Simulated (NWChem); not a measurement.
System: MgH2S2; SMILES [SH][Mg][SH]

```xyz
5

Mg     0.0208     0.0002    -0.0056
S      0.0498     2.3074    -0.0273
H     -0.9277     2.4038     0.9037
S      0.0490    -2.3070     0.0328
H     -0.9024    -2.4111    -0.9239
```
Atoms are numbered in this order, from 1.

All runs: NWChem. All runs use the structure optimised with PBE0/def2-SVP.

Question: Predict the results for Hartree-Fock/3-21G. Quantities: highest occupied level (eV); orbital gap (eV); dipole (D).

Answer: 
```
Item                          Value
---------------------------  ------
highest occupied level (eV)  -10.18
orbital gap (eV)              10.76
dipole (D)                     1.72
```
